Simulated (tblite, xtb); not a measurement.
H5BN, charge +1, singlet, geometry from GFN2-xTB. Base run: GFN1-xTB (xtb).

xtb was given this input:
```
$ xtb mol.xyz --gfn 1 --chrg 1 --json

# file mol.xyz
7

B      0.88263881     0.09284034    -0.00737737
N     -0.61601020    -0.06784319    -0.00947475
H      1.53748945    -0.85254254     0.17141440
H      1.32021174     1.16097305    -0.15667069
H     -0.93054469     0.07651970     0.96132550
H     -0.92796378    -1.00605227    -0.28786176
H     -1.10031533     0.63180265    -0.58499732
```

Programs used: tblite, xtb; a row that names a program was run with it.

Each row names what was changed in the base input (with any setting that the change needs).

```tsv
change	ΔE vs base (kJ/mol)	HOMO-LUMO gap (eV)	SCF cycles
base	0.00	4.51	9
acc = 0.0001	0.00	4.51	13
acc = 0.1	0.00	4.51	10
etemp = 1000	0.00	4.51	9
program = tblite; method = gfn1; option = --spin-polarized	0.00	-	-
alpb = ch2cl2	-243.9	4.58	9
program = tblite; method = gfn1; option = (--efield, 0,0,0.1)	-0.47	-	-
program = tblite; method = gfn1; option = (--alpb, water)	-270.4	-	-
```

ALPB and GBSA are two models with their own fitted parameters for each solvent, which aren't always the measured dielectric constant.
